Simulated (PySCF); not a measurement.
C3H12OSi2, SMILES [SiH](C[SiH2]O)(C)C. The structure is a stationary point at PBE-D3(BJ)/def2-SVP. The structure was generated by enumeration, and PubChem lists no compound with its InChIKey, so it may never have been made. Other conformers were not sampled.

### Question
Give the equilibrium geometry at PBE-D3(BJ)/def2-SVP (PySCF confirms it by a frequency run) as Cartesian coordinates in Å. (An estimate is asked for; the answer gives what the named calculation found.)

### Answer
This is not unique; one that fits is 
```xyz
18

C     -1.7398    -1.3167    -0.9334
Si    -1.3296     0.3888    -0.2227
C     -2.7006     0.9596     0.9499
C      0.3374     0.3433     0.6901
Si     1.7800    -0.3182    -0.3248
O      3.2897     0.0301     0.3457
H     -2.7261    -1.3075    -1.4407
H     -1.7769    -2.0814    -0.1300
H     -0.9811    -1.6423    -1.6740
H     -1.2116     1.3764    -1.3584
H     -3.6745     1.0220     0.4222
H     -2.8162     0.2514     1.7963
H     -2.4766     1.9609     1.3709
H      0.5812     1.3789     1.0152
H      0.2188    -0.2684     1.6120
H      1.5982    -1.8085    -0.5007
H      1.8125     0.3394    -1.6726
H      3.4473    -0.3676     1.2192
```
